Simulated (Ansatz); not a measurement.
`O=C=N[SiH2]F` + H₂O → `O=C=N[SiH2]O` + H–F  (formal hydrolysis of the Si–F bond)

Gas-phase electronic energies from Ansatz, PBE0-D4/def2-TZVP geometries. CCSD(T)/CBS is the MP2 limit (def2-TZVPP, def2-QZVPP) plus CCSD(T) − MP2 in def2-TZVPP, frozen cores. This one scheme is used for every species. DFT in def2-TZVPP. One conformer a species, not always the lowest.

| level | ΔE (kJ/mol) |
| --- | --- |
| PBE0-D4 | 38.0 |
| ωB97M-V | 40.7 |
| B2PLYP | 41.8 |
| PBE-QIDH | 38.0 |
| r2SCANh | 41.5 |
| LC-ωPBE | 40.7 |
| HF/def2-SVP | 44.5 |
| CCSD(T)/def2-TZVPP | 38.7 |

Question: What does CCSD(T)/CBS give? (Best estimate.)

Answer: The calculation gave: +39.9 kJ/mol. The listed levels differ from it by -1.9, 0.8, 1.9, -1.9, 1.6, 0.8, 4.6, -1.2 kJ/mol.

Largest T1 diagnostic among the species: 0.015.

Leaving LDA and LC-ωPBE aside and taking each functional with its dispersion term where it has one, the values, not all of them listed here, spread over 7.1 kJ/mol, from revPBE-D4 to B97M-V. LDA lies −4.4 kJ/mol from PBE without D4. In def2-TZVPP, CCSD(T) changes the Hartree–Fock value by −7.8 kJ/mol (the triples alone add −1.3 kJ/mol) and MP2 by −9.4 kJ/mol.
